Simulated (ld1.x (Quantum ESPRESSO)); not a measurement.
**beryllium (Be): TM pseudisation with PBEsol, non-relativistic reference atom.**

ld1.x (Quantum ESPRESSO) 7.5 was run on this input:

```
&input
   title='Be', zed=4., rel=0, dft='PBESOL', iswitch=3,
   config='[He] 2s1 2p1',
   nld=2, rlderiv=4.55, eminld=-2.0, emaxld=5.0, deld=0.02
 /
 &inputp
   pseudotype=2, tm=.true., lloc=0,
   nlcc=.true., rcore=0.90,
   file_pseudopw='Be.UPF', file_wfcaegen='ae.wfc', file_wfcncgen='nc.wfc', file_beta='beta', file_chi='chi'
 /
2
2P  2  1   1.00   0.00  4.20  4.20  0.0
2S  1  0   1.00   0.00  1.55  1.55  0.0
 &test
   configts(1)='2s1 2p1'
 /
```

Command:

```bash
ld1.x < Be.in > Be.out
```

Resulting log (shortened: banner, matrices, multipoles, cross overlaps and the repeated all-electron block are left out):

```
Program LD1 v.7.5
     --------------------------- All-electron run ----------------------------

     Be

     atomic number is  4.00
     dft =PBESOL   lsd =0 sic =0 latt =0  beta=0.20 tr2=1.0E-14
     Exchange-correlation= PBESOL
                           (   1   4  10   8   0   0   0)
     mesh =1041 r(mesh) = 100.85720 a.u. xmin = -7.00 dx = 0.01250
     1 Ry =  13.60569312 eV

     n l     nl                  e(Ry)          e(Ha)          e(eV)
     1 0     1S 1( 2.00)        -7.8544        -3.9272      -106.8648
     2 0     2S 1( 1.00)        -0.4486        -0.2243        -6.1035
     2 1     2P 1( 1.00)        -0.1835        -0.0917        -2.4961

     final scf error:  3.2E-15 reached in  21 iterations

     Etot =     -28.800765 Ry,     -14.400383 Ha,    -391.854377 eV

     Ekin =      28.634019 Ry,      14.317010 Ha,     389.585678 eV
     Encl =     -66.262006 Ry,     -33.131003 Ha,    -901.540523 eV
     Eh   =      13.963543 Ry,       6.981771 Ha,     189.983679 eV
     Exc  =      -5.136321 Ry,      -2.568161 Ha,     -69.883212 eV

     normalization and overlap integrals

     s(1S/1S) =  1.000000  <r> =   0.4216  <r2> =    0.2424  r(max) =   0.2661
     s(2S/2S) =  1.000000  <r> =   2.5843  <r2> =    8.0042  r(max) =   2.0415
     s(2P/2P) =  1.000000  <r> =   3.1092  <r2> =   12.2630  r(max) =   2.2563

     ------------------------ End of All-electron run ------------------------

     --------------------- Generating NC pseudopotential ---------------------

      Generating local pot.: lloc=0, matching radius rcloc =   1.5500

      Computing core charge for nlcc:

       r > 0.91 : true rho core
       r < 0.91 : rho core = a sin(br)/r    a=   1.13  b=   2.92

      Integrated core pseudo-charge :   0.47

      Wfc   2P  rcut= 4.215  Using Troullier-Martins method

     ------------------- End of pseudopotential generation -------------------

     Computing logarithmic derivative in   4.57211
     Computing logarithmic derivative in   4.57211
     Computing the partial wave expansion
       no projector for channel:   0
     R is outside the sphere for l=    1 j= 0.00

     ---------------------- Testing the pseudopotential ----------------------

     Be

     atomic number is  4.00   valence charge is  2.00
     dft =PBESOL   lsd =0 sic =0 latt =0  beta=0.20 tr2=1.0E-14
     mesh =1041 r(mesh) = 100.85720 xmin = -7.00 dx = 0.01250

     n l     nl             e AE (Ry)        e PS (Ry)    De AE-PS (Ry)
     1 0     2S   1( 1.00)       -0.44860       -0.44860       -0.00000
     2 1     2P   1( 1.00)       -0.18346       -0.18346       -0.00000

     eps = 9.2E-15  iter = 12

     Etot =     -28.800765 Ry,     -14.400383 Ha,    -391.854377 eV
     Etotps =    -2.104209 Ry,      -1.052104 Ha,     -28.629219 eV

     Ekin =       0.967737 Ry,       0.483869 Ha,      13.166735 eV
     Encl =      -3.061493 Ry,      -1.530747 Ha,     -41.653735 eV
     Ehrt =       1.275144 Ry,       0.637572 Ha,      17.349216 eV
     Ecxc =      -1.111005 Ry,      -0.555502 Ha,     -15.115986 eV
     (Ecc =      -0.388759 Ry,      -0.194380 Ha,      -5.289342 eV)
     Epseu=      -0.174592 Ry,      -0.087296 Ha,      -2.375450 eV

     ---------------------- End of pseudopotential test ----------------------
```

Generation and configuration tests took about 1.1 s on one core of a shared server CPU.

Transferability test of the new file with ld1.x, input:

```
&input
   title='Be', zed=4., rel=0, dft='PBESOL', iswitch=2,
   config='[He] 2s1 2p1'
 /
 &test
   file_pseudo='Be.UPF', nconf=6,
   configts(1)='2s1 2p1',
   configts(2)='2s2 2p0',
   configts(3)='2s1 2p0',
   configts(4)='2s1.5 2p0',
   configts(5)='2s0 2p2',
   configts(6)='2s0 2p1'
 /
```

```bash
ld1.x < Be.test.in > Be.test.out
```

Pseudopotential blocks of its output, shortened (energy terms left out):

```
     ---------------------- Testing the pseudopotential ----------------------

     n l     nl             e AE (Ry)        e PS (Ry)    De AE-PS (Ry)
     1 0     2S   1( 1.00)       -0.44860       -0.44860        0.00000
     2 1     2P   1( 1.00)       -0.18346       -0.18346        0.00000

     eps = 8.6E-16  iter = 13

     Etot =     -28.800765 Ry,     -14.400383 Ha,    -391.854376 eV
     Etotps =    -2.104209 Ry,      -1.052105 Ha,     -28.629224 eV

     ---------------------- End of pseudopotential test ----------------------

          ---------------------- Testing the pseudopotential ----------------------

     n l     nl             e AE (Ry)        e PS (Ry)    De AE-PS (Ry)
     1 0     2S   1( 2.00)       -0.40736       -0.40278       -0.00458
     2 1     2P   1( 0.00)       -0.14475       -0.14348       -0.00127

     eps = 6.2E-15  iter = 16

     Etot =     -29.064772 Ry,     -14.532386 Ha,    -395.446373 eV
     Etotps =    -2.366515 Ry,      -1.183258 Ha,     -32.198084 eV
     dEtot_ae =      -0.264007 Ry
     dEtot_ps =      -0.262306 Ry,   Delta E=      -0.001700 Ry

     ---------------------- End of pseudopotential test ----------------------

          ---------------------- Testing the pseudopotential ----------------------

     n l     nl             e AE (Ry)        e PS (Ry)    De AE-PS (Ry)
     1 0     2S   1( 1.00)       -0.99770       -0.98785       -0.00986  !
     2 1     2P   1( 0.00)       -0.70948       -0.69113       -0.01835  !

     eps = 4.8E-15  iter = 11

     Etot =     -28.369755 Ry,     -14.184877 Ha,    -385.990176 eV
     Etotps =    -1.678645 Ry,      -0.839323 Ha,     -22.839130 eV
     dEtot_ae =       0.431011 Ry
     dEtot_ps =       0.425564 Ry,   Delta E=       0.005447 Ry

     ---------------------- End of pseudopotential test ----------------------

          ---------------------- Testing the pseudopotential ----------------------

     n l     nl             e AE (Ry)        e PS (Ry)    De AE-PS (Ry)
     1 0     2S   1( 1.50)       -0.69121       -0.68410       -0.00711  !
     2 1     2P   1( 0.00)       -0.41082       -0.40346       -0.00736  !

     eps = 7.0E-15  iter = 16

     Etot =     -28.791304 Ry,     -14.395652 Ha,    -391.725649 eV
     Etotps =    -2.095960 Ry,      -1.047980 Ha,     -28.516988 eV
     dEtot_ae =       0.009461 Ry
     dEtot_ps =       0.008249 Ry,   Delta E=       0.001212 Ry

     ---------------------- End of pseudopotential test ----------------------

          ---------------------- Testing the pseudopotential ----------------------

     n l     nl             e AE (Ry)        e PS (Ry)    De AE-PS (Ry)
     1 0     2S   1( 0.00)       -0.47998       -0.48608        0.00610  !
     2 1     2P   1( 2.00)       -0.21388       -0.21622        0.00234

     eps = 7.0E-15  iter =  8

     Etot =     -28.535033 Ry,     -14.267517 Ha,    -388.238908 eV
     Etotps =    -1.836633 Ry,      -0.918317 Ha,     -24.988666 eV
     dEtot_ae =       0.265732 Ry
     dEtot_ps =       0.267576 Ry,   Delta E=      -0.001844 Ry

     ---------------------- End of pseudopotential test ----------------------

          ---------------------- Testing the pseudopotential ----------------------

     n l     nl             e AE (Ry)        e PS (Ry)    De AE-PS (Ry)
     1 0     2S   1( 0.00)       -1.00288       -1.01572        0.01284  !
     2 1     2P   1( 1.00)       -0.71739       -0.71774        0.00035

     eps = 5.2E-15  iter =  7

     Etot =     -28.082816 Ry,     -14.041408 Ha,    -382.086182 eV
     Etotps =    -1.381302 Ry,      -0.690651 Ha,     -18.793572 eV
     dEtot_ae =       0.717949 Ry
     dEtot_ps =       0.722907 Ry,   Delta E=      -0.004958 Ry

     ---------------------- End of pseudopotential test ----------------------
```
